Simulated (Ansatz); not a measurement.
The cluster Ag2Sn⁺. The state is a doublet with charge 1. Geometry B3LYP-D4/def2-TZVP, that of the neutral singlet; atoms count from 1.

```xyz
3

Ag   -0.760   -0.579   -1.458
Ag    0.826    1.491    0.363
Sn   -0.067   -0.912    1.094
```

In the def2 sets Ag, Sn take a core potential; there is no spin–orbit coupling. The structure comes from a short search, and lower isomers may exist.

Q: Estimate the Mulliken populations from the PBE0/def2-TZVP orbitals of Ansatz.

A: 
```
atom  charge (e)  spin (α − β)  d electrons
 Ag1        0.23          0.22         9.89
 Ag2        0.23          0.22         9.89
 Sn3        0.53          0.57            –
```
Mulliken values and Mayer orders depend strongly on the basis.

Q: Where does the spin sit?

A: Summed by element: Ag 0.43, Sn 0.57, of 1 unpaired in all. Largest on single atoms: Sn3 0.57, Ag1 0.22, Ag2 0.22.

Q: And the Mayer bond orders between bonded heavy atoms (over 0.3)?

A: Ag1–Ag2 0.34 (3.18 Å); Ag1–Sn3 0.87 (2.67 Å); Ag2–Sn3 0.87 (2.67 Å).
